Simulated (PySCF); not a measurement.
## NMR data sheet: C6H12BNO

```
Formula                               : C6H12BNO
SMILES                                : C/C=C\N(C=O)B(C)C
Point group of the computed structure : C1
Carbon signals                        : 5
Proton signals                        : 5
```

Mapped SMILES: `[CH3:1]/[CH:2]=[CH:3]\[N:4]([CH:5]=[O:6])[B:7]([CH3:8])[CH3:9]` (H(Xn): hydrogen on atom n).

PySCF 2.14 calculation with shieldings: GIAO PBE/pcSseg-1 and coordinates at the PBE0-D3(BJ)/def2-SVP level; equivalent nuclei averaged, a single conformation, no relativistic terms, isolated molecule.

δ = σ(ref) − σ, references computed at the same level: ¹H and ¹³C vs TMS; ¹¹B against BF3·OEt2; ¹⁵N vs NH3; ¹⁷O against H2O.

```tsv
carbon	δC, type	δH (multiplicity)	HMBC from (2–3 bonds)	span of the C tensor (ppm)
C1	17.0, CH3	1.58 (d)	H(C3), H(C2)	32
C2	133.4, CH	5.74 (m)	H(C3), H(C1)	213
C3	132.4, CH	5.93 (d)	H(C5), H(C2), H(C1)	174
C5	161.5, CH	8.75 (s)	H(C3)	153
C8/C9	7.9, CH3	0.79 (s)	H(C8)/H(C9)	17
```

Other nuclei:
```csv
atoms,nucleus,environment,δ (ppm),σ (ppm)
B7,¹¹B,"boron bonded to 2 C, N",55.4,39.4
N4,¹⁵N,amide-type nitrogen,220.2,44.9
O6,¹⁷O,amide-type carbonyl oxygen,503.4,-168.8
```

- δC 161.5: amide carbonyl carbon; it is a carbonyl in resonance with an O or N lone pair, the region of acids, esters and amides.
- δC 133.4: β carbon of an enol-ether or enamine type C=C.
- δC 132.4: alkene carbon bearing nitrogen; an sp2 carbon of a C=C bond.
- δC 17.0: allylic methyl carbon; a saturated carbon with 1 carbon neighbour and no heteroatom attached.
- δH 8.75: hydrogen on an amide carbonyl carbon.

A carbon bonded to boron is broadened by the quadrupolar boron nucleus and is often missing from a measured spectrum. Shifts are as computed. Against solution values, carbons near 30 ppm lie about +2 ppm off and those near 130 ppm about +2 ppm. Of 1309 compounds with measured shifts, 239 miss one by over three times the rms of a fit or turn the order of signals round; such compounds aren't used in these exercises. Unscaled 17O shifts of doubly bonded oxygen tend to come out too high, by tens of ppm or more. Experimental scales use liquid or dissolved standards, which lie at an offset from isolated NH3 (liquid NH3: subtract about 20 ppm) and H2O (liquid H2O: subtract about 36 ppm). Unscaled 15N shifts of sp2 nitrogen come out 20 to 40 ppm too high even then. No couplings were computed; multiplicities are counted from neighbouring protons, with m where these are inequivalent, close in shift, in a saturated or five-membered ring or joined by F or P, and br s for small geminal =CH2 splittings.
